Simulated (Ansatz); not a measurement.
```yaml
crystal:
  periodic: [false, false, false]
  atoms:
    - {symbol: Cl, position_ang: [-0.502631, -0.520379, 2.252596]}
    - {symbol: Hf, position_ang: [0.023816, -0.017120, 0.079774]}
    - {symbol: I, position_ang: [2.271319, -1.248153, -0.655386]}
    - {symbol: I, position_ang: [-2.022534, -0.870260, -1.492427]}
    - {symbol: I, position_ang: [0.284032, 2.641930, -0.127465]}
basis:
  gaussian: {orbitals: def2-SVP}
hamiltonian: {xc: {name: SVWN5}}
```

```sh
$ ansatz run in.yaml --threads 4 --pin off --events-out ev --progress --plain --max-ram 11315MiB
```

It prints (some lines left out):

```
Functional definition: SVWN5
1457 factors; their error is unknown
mean field evaluation 1: about -38058.7451 eV, gradient 1.4e1 eV
mean field evaluation 2: about -38058.0650 eV, gradient 2.0e1 eV
mean field evaluation 4: about -38059.3191 eV, gradient 1.4e0 eV
mean field evaluation 8: about -38059.2685 eV, gradient 2.0e-1 eV
mean field evaluation 16: about -38059.2686 eV, gradient 1.9e-5 eV
mean field -38059.26861475 eV, -1398.6523240931 hartree, gradient 1.9e-5 eV, S^2 0.000000; 0 other end points of the search recorded, 0 dependent functions left out
reference -38059.26866519 eV, -1398.6523259469 hartree; 52, 52 occupied and 76, 76 virtual orbitals, 1457 factors
Total energy: -38059.26866519 eV, -1398.6523259469 hartree
```

It took 0.95 s on 4 threads of an Arm Neoverse V2 on a shared host, with 0.21 GiB of host memory at the peak.
